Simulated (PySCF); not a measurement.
**ORD: `C=C1C[C@H](Cl)[C@@H]1C#N`, C$_{6}$H$_{6}$ClN**

Molfile (atoms numbered from 1):
```
C6H6ClN
     RDKit          3D

 14 14  0  0  0  0  0  0  0  0999 V2000
    1.9561    0.6632   -0.2215 C   0  0  0  0  0  0  0  0  0  0  0  0
    0.7833    0.0895   -0.0704 C   0  0  0  0  0  0  0  0  0  0  0  0
    0.1614   -1.1993   -0.5345 C   0  0  0  0  0  0  0  0  0  0  0  0
   -1.0496   -0.9034    0.3633 C   0  0  2  0  0  0  0  0  0  0  0  0
   -2.6326   -0.9188   -0.4479 Cl  0  0  0  0  0  0  0  0  0  0  0  0
   -0.4694    0.4965    0.6889 C   0  0  2  0  0  0  0  0  0  0  0  0
   -1.1545    1.6081    0.0845 C   0  0  0  0  0  0  0  0  0  0  0  0
   -1.6753    2.4990   -0.4057 N   0  0  0  0  0  0  0  0  0  0  0  0
    2.7355    0.1966   -0.7992 H   0  0  0  0  0  0  0  0  0  0  0  0
    2.1822    1.6181    0.2216 H   0  0  0  0  0  0  0  0  0  0  0  0
    0.7100   -2.1091   -0.2972 H   0  0  0  0  0  0  0  0  0  0  0  0
   -0.0817   -1.1996   -1.5963 H   0  0  0  0  0  0  0  0  0  0  0  0
   -1.1325   -1.5466    1.2383 H   0  0  0  0  0  0  0  0  0  0  0  0
   -0.3338    0.7054    1.7540 H   0  0  0  0  0  0  0  0  0  0  0  0
  1  2  2  0
  2  3  1  0
  3  4  1  0
  4  5  1  0
  4  6  1  0
  6  7  1  0
  7  8  3  0
  6  2  1  0
  1  9  1  0
  1 10  1  0
  3 11  1  0
  3 12  1  0
  4 13  1  1
  6 14  1  1
M  END
```

Method used: TDDFT B3LYP/aug-cc-pVDZ circular dichroism and optical rotation, one conformer, gas phase (PySCF). Geometry: GFN2-xTB.

Stereocentres: C4 S, C6 S.

What is the specific rotation at 633, 589.3, 546, 436, 405, 365, 355 nm?

[α] in deg dm⁻¹ (g/mL)⁻¹:
| λ (nm) | origin-invariant length gauge | modified velocity gauge | length gauge (centre of mass) | isotropic polarisability (au) |
| --- | --- | --- | --- | --- |
| 633 | +97.7 | +96.0 | +96.8 | 88.8 |
| 589.3 | +115.2 | +113.2 | +114.1 | 89.2 |
| 546 | +137.9 | +135.6 | +136.7 | 89.6 |
| 436 | +242.9 | +238.9 | +240.8 | 91.6 |
| 405 | +297.1 | +292.4 | +294.7 | 92.5 |
| 365 | +402.8 | +396.5 | +399.7 | 94.1 |
| 355 | +439.1 | +432.3 | +435.8 | 94.6 |

And for the mirror image at 589.3 nm?

-115.2 deg dm⁻¹ (g/mL)⁻¹ (origin-invariant length gauge): the same size and the opposite sign.

What is the molar rotation [Φ] = [α]·M/100 of the geometry above at 589.3 nm?

With M = 127.57 g/mol, +146.9 deg cm² dmol⁻¹ (origin-invariant length gauge).

The first excitation lies at 6.21 eV (200 nm) with R = +25.4 × 10⁻⁴⁰ esu² cm² (velocity form).
